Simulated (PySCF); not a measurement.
SMILES Cc1ccccc1OC (C8H10O) (GFN2-xTB optimised geometry):

```
19

C     -2.383    -1.798    -0.004
O     -0.981    -1.721     0.000
C     -0.393    -0.487     0.000
C     -1.086     0.715     0.000
C     -0.393     1.916     0.000
C      0.987     1.926     0.000
C      1.678     0.724     0.000
C      1.011    -0.487     0.000
C      1.741    -1.794     0.000
H     -2.811    -1.329    -0.897
H     -2.621    -2.861    -0.009
H     -2.816    -1.336     0.890
H     -2.165     0.733     0.001
H     -0.945     2.845     0.000
H      1.527     2.861    -0.001
H      2.758     0.727     0.000
H      1.466    -2.376     0.878
H      1.461    -2.378    -0.876
H      2.816    -1.638    -0.003
```

Calculation: PBE/def2-SVP in PySCF.

Problem. What are the frontier orbital energies and the dipole moment?

Solution. HOMO-2 -7.50 eV, HOMO-1 -5.93 eV, HOMO -5.14 eV, LUMO -0.70 eV, LUMO+1 -0.43 eV; dipole moment 1.36 D.

Meta-Löwdin charges at PBE/def2-SVP: C1 -0.10, O2 -0.31, C3 0.18, C4 -0.17, C5 -0.11, C6 -0.13, C7 -0.11, C8 0.00, C9 -0.31, H10 0.10, H11 0.12, H12 0.10, H13 0.11, H14 0.10, H15 0.10, H16 0.10, H17 0.11, H18 0.11, H19 0.10.
